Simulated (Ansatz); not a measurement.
Computed with PBE0-D3(BJ)/def2-TZVP in Ansatz (an electronic-structure program). No frequencies were computed at this level.

Ansatz 0.2 input:
```yaml
crystal:
  periodic: [false, false, false]
  atoms:
    - { symbol: O, position_ang: [1.160933, -0.673192, -0.218097] }
    - { symbol: B, position_ang: [0.000322, 0.000269, 0.000575] }
    - { symbol: O, position_ang: [-1.170895, -0.681547, 0.110774] }
    - { symbol: O, position_ang: [0.010023, 1.355678, 0.108187] }
    - { symbol: H, position_ang: [1.929719, -0.108342, -0.281191] }
    - { symbol: H, position_ang: [-1.076232, -1.628631, 0.020407] }
    - { symbol: H, position_ang: [-0.853871, 1.735765, 0.259345] }
basis:
  gaussian: { orbitals: def2-tzvp }
hamiltonian:
  xc: pbe0
  dispersion: d3bj
relax:
  max_steps: 150
```

Output:

```
Functional definition: PBE0
754 factors; their error is unknown
mean field evaluation 1: about -6857.1034 eV, gradient 7.8e1 eV
mean field evaluation 2: about -6849.1149 eV, gradient 1.0e2 eV
mean field evaluation 4: about -6866.2565 eV, gradient 1.3e0 eV
mean field evaluation 8: about -6866.2751 eV, gradient 3.3e-1 eV
mean field evaluation 16: about -6866.2752 eV, gradient 2.0e-5 eV
mean field -6866.27516054 eV, -252.3309580213 hartree, gradient 2.0e-5 eV, S^2 0.000000; 0 other end points of the search recorded, 0 dependent functions left out
reference -6866.27518562 eV, -252.3309589431 hartree; 16, 16 occupied and 126, 126 virtual orbitals, 754 factors
relax step   1: F+E_penalty+E_count = -6866.34439696 eV  Δ(F+E_penalty+E_count) = +0.000e0 eV  max|allowed force component| = 3.427e-1 eV/Å  Δτ_max = 0.0000 Å  (25 SCF iters, accepted)
these checks for a lower state are left out or cut short: starts, cluster_reference, orbital_swaps, neighbouring_geometries, increment
754 factors; their error is unknown
mean field -6866.27908905 eV, -252.3311023913 hartree, gradient 1.4e-5 eV, S^2 0.000000; 0 other end points of the search recorded, 0 dependent functions left out
reference -6866.27911413 eV, -252.3311033132 hartree; 16, 16 occupied and 126, 126 virtual orbitals, 754 factors
relax step   2: F+E_penalty+E_count = -6866.34828822 eV  Δ(F+E_penalty+E_count) = -3.891e-3 eV  max|allowed force component| = 1.746e-1 eV/Å  Δτ_max = 0.0042 Å  (31 SCF iters, accepted)
these checks for a lower state are left out or cut short: starts, cluster_reference, orbital_swaps, neighbouring_geometries, increment
754 factors; their error is unknown
mean field -6866.28128855 eV, -252.3311832218 hartree, gradient 1.4e-5 eV, S^2 0.000000; 0 other end points of the search recorded, 0 dependent functions left out
reference -6866.28131362 eV, -252.3311841431 hartree; 16, 16 occupied and 126, 126 virtual orbitals, 754 factors
relax step   3: F+E_penalty+E_count = -6866.35051273 eV  Δ(F+E_penalty+E_count) = -2.225e-3 eV  max|allowed force component| = 3.252e-2 eV/Å  Δτ_max = 0.0065 Å  (30 SCF iters, accepted)
these checks for a lower state are left out or cut short: starts, cluster_reference, orbital_swaps, neighbouring_geometries, increment
754 factors; their error is unknown
mean field evaluation 32: about -6866.2668 eV, gradient 3.2e-4 eV
mean field -6866.28151404 eV, -252.3311915082 hartree, gradient 1.4e-5 eV, S^2 0.000000; 0 other end points of the search recorded, 0 dependent functions left out
reference -6866.28153909 eV, -252.3311924289 hartree; 16, 16 occupied and 126, 126 virtual orbitals, 754 factors
relax step   4: F+E_penalty+E_count = -6866.35079214 eV  Δ(F+E_penalty+E_count) = -2.794e-4 eV  max|allowed force component| = 1.997e-2 eV/Å  Δτ_max = 0.0049 Å  (31 SCF iters, accepted)
these checks for a lower state are left out or cut short: starts, cluster_reference, orbital_swaps, neighbouring_geometries, increment
754 factors; their error is unknown
mean field -6866.28152465 eV, -252.3311918981 hartree, gradient 1.4e-5 eV, S^2 0.000000; 0 other end points of the search recorded, 0 dependent functions left out
reference -6866.28154970 eV, -252.3311928187 hartree; 16, 16 occupied and 126, 126 virtual orbitals, 754 factors
relax step   5: F+E_penalty+E_count = -6866.35080451 eV  Δ(F+E_penalty+E_count) = -1.238e-5 eV  max|allowed force component| = 3.313e-4 eV/Å  Δτ_max = 0.0005 Å  (32 SCF iters, accepted)
754 factors; their error is unknown
mean field evaluation 64: about -6866.2815 eV, gradient 5.2e-3 eV
mean field -6866.28152465 eV, -252.3311918981 hartree, gradient 1.4e-5 eV, S^2 0.000000; 1 other end points of the search recorded, 0 dependent functions left out
reference -6866.28154970 eV, -252.3311928187 hartree; 16, 16 occupied and 126, 126 virtual orbitals, 754 factors
Total energy: -6866.35082956 eV, -252.3337388067 hartree
Atom 0 at     1.161600    -0.684703    -0.218949 Å, force    -0.000331    -0.000069     0.000012 eV/Å
Atom 1 at     0.000005     0.000004     0.000007 Å, force     0.000149    -0.000054     0.000021 eV/Å
Atom 2 at    -1.181154    -0.677014     0.112193 Å, force     0.000018     0.000278    -0.000014 eV/Å
Atom 3 at     0.019558     1.361727     0.106790 Å, force     0.000153    -0.000213    -0.000074 eV/Å
Atom 4 at     1.920442    -0.100624    -0.279049 Å, force     0.000124     0.000163     0.000011 eV/Å
Atom 5 at    -1.065417    -1.624975     0.019585 Å, force     0.000055    -0.000209    -0.000008 eV/Å
Atom 6 at    -0.855036     1.725585     0.259423 Å, force    -0.000167     0.000105     0.000051 eV/Å
Dipole moment:     0.000004    -0.000008    -0.000028 e Å
```

Cost: roughly 23 core-seconds.
